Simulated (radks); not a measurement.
Excited configurations of the ytterbium ion Yb+: one electron is placed in a higher orbital outside [Xe] 4f14. The ground configuration is [Xe] 4f14 6s1. All-electron calculation, Dirac Kohn-Sham, LDA (Slater exchange, Perdew-Wang correlation), spin-unpolarised, spherical densities, finite nucleus; open shells are shared between the two j in proportion to 2j + 1; Fermi nuclear charge, rms radius 5.3108 fm. Program: a radial shooting solver on a logarithmic mesh with Libxc functionals. Excitation = E - E(ground); binding = E(ion) - E, where the ion is the core of charge +2; n* = 2/sqrt(2 binding) in atomic units, and the quantum defect is n - n*. Eigenvalue and <r> are those of j = l + 1/2.

outer orbital  excitation (eV)  binding (eV)     n*  quantum defect  eigenvalue (eV)  <r> (bohr)
5d                       2.933         9.526  2.390           2.610           -5.749       2.993
6d                       7.746         4.713  3.398           2.602           -3.511       7.541
6f                      10.125         2.333  4.830           1.170           -1.783       15.05
7s                       6.725         5.733  3.081           3.919           -4.531       7.401
7d                       9.565         2.894  4.337           2.663           -2.253       13.25

The Delta-SCF ionisation energy is 12.458 eV (NIST Atomic Spectra Database: 12.179 eV, measured). Self-interaction in the functional shifts the binding energies and quantum defects, so they are the method's values and not measured ones. Spin polarisation and multiplet splitting are left out, so open shells lie too high by an amount that depends on their filling.

Beside tabulated values, note that spin-unpolarised runs miss the spin-polarisation part of the exchange energy of open shells.
